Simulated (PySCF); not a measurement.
H5N2O2Ta, multiplicity 1. Atoms are numbered in the order given.

```xyz
10

Ta     0.0196    -0.0174     0.0000
N     -0.1880    -1.7925     0.0000
H     -0.2161    -2.8124     0.0000
O      0.9614     0.6071     1.5706
H      1.2332     0.1650     2.3907
O      0.9614     0.6071    -1.5706
H      1.2332     0.1650    -2.3907
N     -1.8512     0.6813     0.0000
H     -2.0756     1.6830     0.0000
H     -2.7161     0.1353     0.0000
```

Geometry: PBE-D3(BJ)/def2-SVP. The spin state was assumed, not searched. The structure was generated by enumeration; whether it is a known compound was not checked. The def2 effective core potentials stand for the cores of Ta; spin–orbit coupling is left out. Other conformers were not sampled.

Calculation: PBE-D3(BJ)/def2-SVP (PySCF 2.14.0).

Frequencies are harmonic and unscaled.

```csv
mode,ν (cm⁻¹),IR (km/mol),moving atoms (share of kinetic energy)
1,166,0.2,"N 42 %, H 30 %, O 17 %, Ta 11 %"
2,172,7.1,"O 50 %, H 28 %, Ta 11 %, N 11 %"
3,183,7.2,"O 55 %, H 19 %, Ta 13 %, N 13 %"
4,185,10.2,"N 44 %, O 31 %, H 24 %"
5,214,14.8,"N 54 %, H 26 %, O 19 %"
6,292,43.3,"H 79 %, O 17 %"
7,314,150.6,"H 74 %, O 15 %, N 9 %"
8,358,0.0,H 95 %
9,423,165.5,"H 79 %, N 21 %"
10,436,227.3,"H 78 %, O 22 %"
11,475,244.1,"H 80 %, O 18 %"
12,563,12.5,"H 73 %, N 14 %, O 13 %"
13,567,54.3,"H 83 %, N 15 %"
14,584,4.3,"H 67 %, N 27 %"
15,662,112.1,"N 70 %, H 20 %, Ta 9 %"
16,678,70.9,"O 79 %, H 13 %"
17,685,92.2,"O 67 %, H 18 %, Ta 13 %"
18,957,100.2,"N 84 %, Ta 8 %"
19,1465,22.4,"H 90 %, N 10 %"
20,3466,43.6,H 95 %
21,3572,27.9,"H 92 %, N 8 %"
22,3586,103.4,H 92 %
23,3804,266.1,H 94 %
24,3807,65.7,H 94 %
```
